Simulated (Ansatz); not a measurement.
Input for Ansatz (a quantum-chemistry and plane-wave program): R-B3LYP-D3(BJ)/def2-TZVP on FGeI (SMILES [F][Ge][I]). Elements past Kr take the def2 small-core potentials; no spin–orbit coupling.

Ansatz 0.2 input:
```yaml
crystal:
  periodic: [false, false, false]
  atoms:
    - {symbol: Ge, position_ang: [0.20202460, 0.13067491, 0.92841724]}
    - {symbol: F, position_ang: [0.67938816, 1.38780658, -0.26583293]}
    - {symbol: I, position_ang: [-0.89789713, -1.49479570, -0.69784413]}
basis:
  gaussian:
    orbitals: def2-TZVP
hamiltonian:
  xc: b3lyp
  dispersion: d3bj
relax: {f_tol: 0.003, max_steps: 120}
```

Program output:

```
WARN ansatz: RAYON_NUM_THREADS=1 ignored (pool sized by the plan → 1); use --threads N
Functional definition: B3LYP
integrals: 0.05 GiB planned
956 factors; their error is unknown
mean field: 0.49 GiB planned
mean field evaluation 1: about -67340.0840 eV, gradient 4.3e1 eV
mean field evaluation 2: about -67315.3373 eV, gradient 1.3e2 eV
mean field evaluation 4: about -67342.7871 eV, gradient 8.6e0 eV
mean field evaluation 8: about -67343.3905 eV, gradient 5.8e-1 eV
mean field evaluation 16: about -67343.3907 eV, gradient 1.9e-5 eV
mean field -67343.39067413 eV, -2474.8239602846 hartree, gradient 1.9e-5 eV, S^2 0.000000; 0 other end points of the search recorded, 0 dependent functions left out
the calculation of the forces begins
reference -67343.39086138 eV, -2474.8239671658 hartree; 33, 33 occupied and 96, 96 virtual orbitals, 956 factors
relax step   1: F+E_penalty+E_count = -67343.53427900 eV  Δ(F+E_penalty+E_count) = +0.000e0 eV  max|allowed force component| = 6.580e-1 eV/Å  Δτ_max = 0.0000 Å  (30 SCF iters, accepted)
these checks for a lower state are left out or cut short: starts, cluster_reference, orbital_swaps, neighbouring_geometries, increment
integrals: 0.05 GiB planned
956 factors; their error is unknown
mean field: 0.49 GiB planned
mean field -67343.38755040 eV, -2474.8238454897 hartree, gradient 7.6e-6 eV, S^2 0.000000; 0 other end points of the search recorded, 0 dependent functions left out
the calculation of the forces begins
reference -67343.38773838 eV, -2474.8238523976 hartree; 33, 33 occupied and 96, 96 virtual orbitals, 956 factors
relax step   2: F+E_penalty+E_count = -67343.52816073 eV  Δ(F+E_penalty+E_count) = +6.118e-3 eV  max|allowed force component| = 5.086e-1 eV/Å  Δτ_max = 0.1031 Å  (33 SCF iters, rejected (line search))
these checks for a lower state are left out or cut short: starts, cluster_reference, orbital_swaps, neighbouring_geometries, increment
integrals: 0.05 GiB planned
956 factors; their error is unknown
mean field: 0.49 GiB planned
mean field evaluation 32: about -67343.4087 eV, gradient 9.4e-6 eV
mean field -67343.40866910 eV, -2474.8246215874 hartree, gradient 9.4e-6 eV, S^2 0.000000; 0 other end points of the search recorded, 0 dependent functions left out
the calculation of the forces begins
reference -67343.40885653 eV, -2474.8246284754 hartree; 33, 33 occupied and 96, 96 virtual orbitals, 956 factors
relax step   3: F+E_penalty+E_count = -67343.55125028 eV  Δ(F+E_penalty+E_count) = -1.697e-2 eV  max|allowed force component| = 2.067e-1 eV/Å  Δτ_max = 0.0376 Å  (33 SCF iters, accepted)
these checks for a lower state are left out or cut short: starts, cluster_reference, orbital_swaps, neighbouring_geometries, increment
integrals: 0.05 GiB planned
956 factors; their error is unknown
mean field: 0.49 GiB planned
mean field -67343.41025953 eV, -2474.8246800346 hartree, gradient 2.4e-5 eV, S^2 0.000000; 0 other end points of the search recorded, 0 dependent functions left out
the calculation of the forces begins
reference -67343.41044722 eV, -2474.8246869323 hartree; 33, 33 occupied and 96, 96 virtual orbitals, 956 factors
relax step   4: F+E_penalty+E_count = -67343.55288367 eV  Δ(F+E_penalty+E_count) = -1.633e-3 eV  max|allowed force component| = 6.498e-2 eV/Å  Δτ_max = 0.0058 Å  (34 SCF iters, accepted)
these checks for a lower state are left out or cut short: starts, cluster_reference, orbital_swaps, neighbouring_geometries, increment
integrals: 0.05 GiB planned
956 factors; their error is unknown
mean field: 0.49 GiB planned
mean field -67343.41070003 eV, -2474.8246962229 hartree, gradient 2.4e-5 eV, S^2 0.000000; 0 other end points of the search recorded, 0 dependent functions left out
the calculation of the forces begins
reference -67343.41088808 eV, -2474.8247031336 hartree; 33, 33 occupied and 96, 96 virtual orbitals, 956 factors
relax step   5: F+E_penalty+E_count = -67343.55344282 eV  Δ(F+E_penalty+E_count) = -5.591e-4 eV  max|allowed force component| = 9.740e-3 eV/Å  Δτ_max = 0.0087 Å  (33 SCF iters, accepted)
these checks for a lower state are left out or cut short: starts, cluster_reference, orbital_swaps, neighbouring_geometries, increment
integrals: 0.05 GiB planned
956 factors; their error is unknown
mean field: 0.49 GiB planned
mean field -67343.41068245 eV, -2474.8246955768 hartree, gradient 2.4e-5 eV, S^2 0.000000; 0 other end points of the search recorded, 0 dependent functions left out
the calculation of the forces begins
reference -67343.41087048 eV, -2474.8247024868 hartree; 33, 33 occupied and 96, 96 virtual orbitals, 956 factors
relax step   6: F+E_penalty+E_count = -67343.55344731 eV  Δ(F+E_penalty+E_count) = -4.491e-6 eV  max|allowed force component| = 4.069e-4 eV/Å  Δτ_max = 0.0007 Å  (33 SCF iters, accepted)
integrals: 0.05 GiB planned
956 factors; their error is unknown
mean field: 0.49 GiB planned
mean field evaluation 64: about -67343.4107 eV, gradient 2.4e-5 eV
mean field -67343.41068245 eV, -2474.8246955768 hartree, gradient 2.4e-5 eV, S^2 0.000000; 1 other end points of the search recorded, 0 dependent functions left out
the calculation of the forces begins
reference -67343.41087048 eV, -2474.8247024868 hartree; 33, 33 occupied and 96, 96 virtual orbitals, 956 factors
Total energy: -67343.55363534 eV, -2474.8299489986 hartree
Atom 0 at     0.211089     0.152666     0.912217 Å, force     0.000110     0.000092     0.000407 eV/Å
Atom 1 at     0.686339     1.395159    -0.245502 Å, force     0.000128     0.000284    -0.000138 eV/Å
Atom 2 at    -0.913912    -1.524139    -0.701974 Å, force    -0.000238    -0.000377    -0.000269 eV/Å
Dipole moment:     0.040716    -0.053112     0.450353 e Å
```

The calculation finished and met its thresholds.

Cost: around 40 core-seconds (rough).
